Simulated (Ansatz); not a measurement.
Reaction (ligand exchange at the Sn–C bond): `[CH3][SnH2][CH2]Cl` + H–F → `[CH3][SnH2][F]` + `CCl`

Gas-phase electronic energies from Ansatz, PBE0-D4/def2-TZVP geometries. CCSD(T)/CBS is the MP2 limit (def2-TZVPP, def2-QZVPP) plus CCSD(T) − MP2 in def2-TZVPP, frozen cores. This one scheme is used for every species. Functionals use def2-TZVPP. def2 core potentials past Kr. For Sn outer-core shells are correlated without core-valence functions, which leaves a few kJ/mol of doubt a bond. Each species was taken in one conformer, which may not be the lowest.

```tsv
level	ΔE (kcal/mol)
r2SCAN-D4	-22.9
PBE0	-21.5
MP2/def2-TZVPP	-17.3
SCS-MP2/def2-QZVPP	-20.4
```

Task: What does CCSD(T)/CBS give? (An estimate is asked.)

Result: Ansatz gave: -19.2 kcal/mol. The listed levels differ from it by -3.7, -2.3, 1.9, -1.2 kcal/mol.

Largest T1 diagnostic among the species: 0.013.

In def2-TZVPP, CCSD(T) changes the Hartree–Fock value by +8.6 kcal/mol (the triples alone add +0.9 kcal/mol) and MP2 by +9.9 kcal/mol. The D4 term adds +2.7 kcal/mol with B3LYP and +1.5 kcal/mol with PBE0; it sums over pairs of atoms, weighted by their polarisabilities, and B3LYP, whose exchange is more repulsive, gets the larger term. From PBE to PBE0 (25 % exact exchange), in def2-TZVPP and without D4, ΔE moves by +0.8 kcal/mol.

B3LYP here is the variant with VWN-RPA as its local correlation; programs differ in this.
